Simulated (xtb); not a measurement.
Se(iPr)(OH) (C3H8OSe), SMILES CC(C)[Se]O. All values are semi-empirical tight-binding results from xtb (GFN2-xTB unless named), good for trends rather than for accurate numbers. Geometry: GFN2-xTB. One conformer was computed; it need not be the lowest.

Optimised geometry:

```xyz
13

Se     0.2637     0.4267     0.7985
C     -0.9920    -0.6308    -0.3354
C     -0.3415    -1.9461    -0.7176
C     -1.4219     0.1796    -1.5445
H     -1.8413    -0.7981     0.3338
H     -1.0102    -2.5298    -1.3487
H      0.5790    -1.7590    -1.2674
H     -0.1001    -2.5290     0.1687
H     -1.8617     1.1285    -1.2420
H     -2.1599    -0.3744    -2.1228
H     -0.5665     0.3776    -2.1885
O      1.6186     0.6097    -0.3883
H      1.5796     1.4823    -0.7891
```
Charge 0, spin multiplicity 1.

```
Property                                         Result
----------------------------------------  -------------
orbital gap                                     3.68 eV
zero-point energy                         65.8 kcal/mol
G − E(el) at 298.15 K (modified RRHO)     45.6 kcal/mol
static polarisability (D4 model)             71.1 bohr³
solvation energy, GFN2-xTB/ALPB(water)    -4.3 kcal/mol
solvation energy, GFN2-xTB/ALPB(toluene)  -5.1 kcal/mol
```

Computed atomic charges and the Wiberg bond orders between heavy atoms:
charges (e) Se1 -0.02, C2 0.01, C3 -0.10, C4 -0.10, H5 0.04, H6 0.04, H7 0.06, H8 0.05, H9 0.04, H10 0.04, H11 0.05, O12 -0.40, H13 0.31. Bond orders Se1–C2 0.96, C2–C3 1.02, C2–C4 1.02, Se1–O12 1.26.
